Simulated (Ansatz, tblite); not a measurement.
Isomers of SiSn$_{2}$⁻ (doublet), found by a short tight-binding search and relaxed with r2SCAN-D4/def2-TZVPD in Ansatz.

In the def2 sets Sn takes a core potential; there is no spin–orbit coupling. The xTB rows come from tblite.

Run but left out: HF/def2-TZVPD, HF/def2-TZVPPD, B2PLYP/def2-TZVPD, MP2/def2-TZVPPD, CCSD/def2-TZVPPD, CCSD(T)/def2-TZVPPD (B: ⟨S²⟩ 1.26 to 1.90, where a pure state has 0.75).

A: At PBE-D4/def2-TZVPD the highest occupied level of the charge -1 doublet lies above zero (up to 0.09 eV). By energy differences its removal costs 2.13 eV (vertical, to the charge 0 singlet, at PBE-D4/def2-TZVPD); a positive level beside a positive removal energy at the same level points to self-interaction error. B: At PBE-D4/def2-TZVPD, r2SCAN-D4/def2-TZVPD the highest occupied level of the charge -1 doublet lies above zero (up to 0.32 eV). It is a level of α spin, whose loss leaves a singlet; that state wasn't run at this geometry and level. The electron is either unbound and held by the finite basis, or the level is raised by self-interaction error. At PBE-D4/def2-TZVPD the gap within one spin of the charge -1 doublet nearly closes, so an electron or hole may be smeared out by delocalisation error. At r2SCAN-D4/def2-TZVPD, PBE0-D4/def2-TZVPD the charge -1 doublet is spin-contaminated (final ⟨S²⟩ up to 0.97, 0.75 for a pure state).

Other spin states were run for one of them alone.

A:

```xyz
3

Si    0.3866    0.6756    1.1009
Sn   -1.6100   -0.0140   -0.2500
Sn    1.2233   -0.6616   -0.8509
```

B:

Cartesian coordinates in Å:
```
Si 0.0027 0.0018 -0.0120
Sn 2.1327 1.1603 0.0805
Sn -2.1354 -1.1621 -0.0686
```

Estimate their order by electronic energy at PBE0-D4/def2-TZVPD, counted from the lowest.

A (0.0) < B (77.2), in kJ/mol.

Do the other levels pick the same lowest one?

All that were run do. Energies above each level's lowest (kJ/mol):

| level | A | B |
| --- | --- | --- |
| GFN2-xTB | 0.0 | 15.0 |
| PBE-D4/def2-TZVPD | 0.0 | 64.8 |
| r2SCAN-D4/def2-TZVPD | 0.0 | 64.3 |
| PBE0-D4/def2-TZVPD | 0.0 | 77.2 |
Point groups (tolerance 0.1 Å): A C2v, B D∞h. Lower isomers may exist.
